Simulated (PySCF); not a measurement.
# Bromine: a sound run and one with changed settings

Sound run: Br²⁺ [Ar] 3d10 4s2 4p3, Br³⁺ [Ar] 3d10 4s2 4p2. Computed with PySCF 2.14 in cc-pVDZ-DK (5s4p2d, 27 functions), with scalar relativity by spin-free X2C-1e. In the sound run the correlated levels freeze [Ar] 3d10. The sound run starts from symmetry-adapted Hartree-Fock orbitals and uses a fine grid where one is needed.

A second run was set up differently.

```
species   method  sound run (hartree)  changed run (hartree)  converged
   Br²⁺      UHF          -2603.15952            -2603.15952        yes
   Br²⁺    M06-L          -2604.78809            -2604.78809        yes
   Br²⁺   r2SCAN          -2604.85394            -2604.85394        yes
   Br²⁺      MP2          -2603.21561            -2603.19908        yes
   Br²⁺  CCSD(T)          -2603.23065            -2603.23065        yes
   Br³⁺      UHF          -2601.88762            -2601.88762        yes
   Br³⁺    M06-L          -2603.50979            -2603.50979        yes
   Br³⁺   r2SCAN          -2603.55191            -2603.55191        yes
   Br³⁺      MP2          -2601.93100            -2601.91816        yes
   Br³⁺  CCSD(T)          -2601.94780            -2601.94780        yes
```

Ionisation energy of Br²⁺:

```tsv
method	sound run (eV)	changed run (eV)
UHF	34.610	34.610
M06-L	34.784	34.784
r2SCAN	35.430	35.430
MP2	34.956	34.856
SCS-MP2	34.835	34.769
CCSD	34.906	34.906
CCSD(T)	34.908	34.908
```

Task: What was changed?
A. level shift left on
B. all electrons correlated in a valence basis
C. basis contracted for another Hamiltonian
D. too few SCF iterations

Result: A. It used initial guess atom, at most 50 SCF cycles, level shift 0.5 hartree. A level shift leaves the converged SCF energy unchanged but raises the virtual orbital energies, which shrinks MP2 if it is not removed.
